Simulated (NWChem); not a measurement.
System: C$_{2}$H$_{5}$BF$_{2}$O; SMILES C(F)(B(C)O)F

Input file for NWChem:

```
start job
memory heap 200 mb stack 900 mb global 1100 mb
geometry units angstroms
  C      2.179878     0.283833     0.188601
  B      0.630660     0.528166     0.352046
  O      0.149755     1.697191     0.734728
  C     -0.407166    -0.700857     0.058134
  F     -1.708593    -0.251570     0.093001
  F     -0.244242    -1.262299    -1.174465
  H      2.758451     1.183153     0.373941
  H      2.410755    -0.067627    -0.814742
  H      2.530854    -0.488223     0.869948
  H     -0.804596     1.798281     0.789571
  H     -0.352232    -1.526912     0.786821
end
basis spherical
  * library def2-svp
end
dft
  xc pbe0
  iterations 150
end
driver
  maxiter 120
end
task dft optimize
task dft freq
```

The level has its own optimisation; frequencies are unscaled. Brackets give each atom's bonded neighbours.

Question: What results follow from this input? (PBE0/def2-SVP.) Quantities: r B–C [B(CCO)–C(BHHH)] (Å); r B–O (Å); r B–C [B(CCO)–C(BFFH)] (Å); r H–O (Å); highest harmonic frequency (cm⁻¹); lowest (cm⁻¹); zero-point energy (kcal/mol); dipole (D).

Answer: 
| Quantity | Value |
|---|---|
| r B–C [B(CCO)–C(BHHH)] (Å) | 1.562 |
| r B–O (Å) | 1.346 |
| r B–C [B(CCO)–C(BFFH)] (Å) | 1.612 |
| r H–O (Å) | 0.968 |
| highest harmonic frequency (cm⁻¹) | 3822 |
| lowest (cm⁻¹) | 50 |
| zero-point energy (kcal/mol) | 49.6 |
| dipole (D) | 1.28 |
